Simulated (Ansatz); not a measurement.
System: CH8FNSi2, net charge 0, singlet state. SMILES: [SiH](C)(F)N[SiH3]
Structure (B3LYP-D3(BJ)/def2-TZVP (Ansatz, a first-principles code) minimum search):
```xyz
13

Si     0.8017     0.6594    -0.3039
C      1.6931    -0.9113    -0.7270
F      1.3454     1.1346     1.1381
N     -0.9012     0.4471    -0.2836
Si    -1.8640    -0.8964     0.2401
H      1.1013     1.7722    -1.2287
H      1.3956    -1.2742    -1.7127
H      2.7716    -0.7419    -0.7359
H      1.4846    -1.6961     0.0020
H     -1.4246     1.2811    -0.5173
H     -2.7940    -0.5023     1.3251
H     -0.9436    -1.9424     0.7338
H     -2.6775    -1.4518    -0.8690
```

PBE beside other levels, property by property. Cores are frozen in the correlated levels unless marked. UHF or UKS for open shells. Spin-orbit coupling is left out. No relativistic terms. CBS(X,Y): correlation extrapolated as X^-3; Hartree-Fock from the larger set. [CCSD(T)-MP2]/basis is that difference in the basis named. Atomisation energies are electronic, to ground-state atoms; the column to compare with has the core term from cc-pwCVTZ added, other frozen-core levels have none. Vertical energies are electronic, to the SCF solution reached for that spin. The coupled-cluster column (Ansatz) is a level with limits of its own: (a) RI-MP2/CBS(aug-cc-pV(T+d)Z,aug-cc-pV(Q+d)Z)+[CCSD(T)-MP2]/aug-cc-pV(T+d)Z; (b) CCSD(T)/CBS(cc-pV(T+d)Z,cc-pV(Q+d)Z).

| property | CAM-B3LYP/def2-TZVPD (Ansatz) | wB97M-V/def2-TZVPD (Ansatz) | RI-MP2/CBS(aug-cc-pV(T+d)Z,aug-cc-pV(Q+d)Z) (Ansatz) | coupled cluster |
|---|---|---|---|---|
| vertical triplet-singlet gap (eV) | 6.37 | 6.51 | 6.91 | 6.48 (a) |
| atomisation energy (kcal/mol) | 1111.1 | 1112.8 | 1124.9 | 1116.7 (b) |
| vertical ionisation energy to the doublet (eV) | 10.11 | 10.16 | 10.63 | 10.34 (a) |

**Question.** What does PBE/def2-TZVPD (Ansatz) give for each property, and on which side of coupled cluster does it fall?

**Answer.** 
- vertical triplet-singlet gap: PBE lies 0.74 eV below coupled cluster; PBE gives 5.74 eV.
- atomisation energy: PBE lies 12.7 kcal/mol below coupled cluster; PBE gives 1104.0 kcal/mol.
- vertical ionisation energy to the doublet: PBE lies 0.69 eV below coupled cluster; PBE gives 9.65 eV.
